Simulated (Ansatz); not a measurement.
Species: SbBr2, charge 0, doublet. SbBr2 (SMILES [Br][Sb][Br], doublet).
B3LYP-D3(BJ)/def2-TZVP minimum from Ansatz (a quantum-chemistry and plane-wave program):
```
Sb
Br 1 2.5221
Br 1 2.5221 2 99.99
```
Charge 0, spin multiplicity 2.

Total energies in hartree (Ansatz). Open shells are spin-unrestricted; no spin-orbit coupling. Correlated methods leave the cores frozen (noble-gas shells, and filled d and f shells in the p block). Past Kr the def2 sets carry scalar-relativistic core potentials. Spin-orbit terms, left out, reach several kcal/mol for Br and I, and more for heavier atoms.

```csv
species,HF/def2-TZVPP,CCSD(T)/def2-TZVPP,HF/def2-QZVPP,CCSD(T)/def2-QZVPP,CCSD(T)/def2-SVP,CCSDT(Q)/def2-SVP
"1: SbBr2 (SMILES [Br][Sb][Br], doublet)",-5384.18452,-5384.65219,-5384.28629,-5384.80059,-5383.88652,-5383.88838
2: Sb (quartet),-239.27727,-239.35269,-239.27798,-239.35812,-239.33268,-239.33289
3: Br (doublet),-2572.39810,-2572.55635,-2572.44770,-2572.62201,-2572.19581,-2572.19614
```

Q: Work out the atomisation energy (electronic, to ground-state atoms) in kcal/mol: take Hartree-Fock from def2-QZVPP, extrapolate the CCSD(T) correlation energy as X^-3 (X = 3, 4), and add CCSDT(Q) - CCSD(T) in def2-SVP. 1 hartree = 627.51 kcal/mol.

A: 
Species 1: correlation (64·(-0.51430) - 27·(-0.46767))/37 = -0.54833; step -0.00186; E1 = -5384.28629 + (-0.54833) + (-0.00186) = -5384.83648
Species 2: correlation (64·(-0.08014) - 27·(-0.07542))/37 = -0.08358; step -0.00021; E2 = -239.27798 + (-0.08358) + (-0.00021) = -239.36177
Species 3: correlation (64·(-0.17431) - 27·(-0.15825))/37 = -0.18603; step -0.00033; E3 = -2572.44770 + (-0.18603) + (-0.00033) = -2572.63406
-1·E1 +1·E2 +2·E3 = 0.20659 hartree = 129.6 kcal/mol.
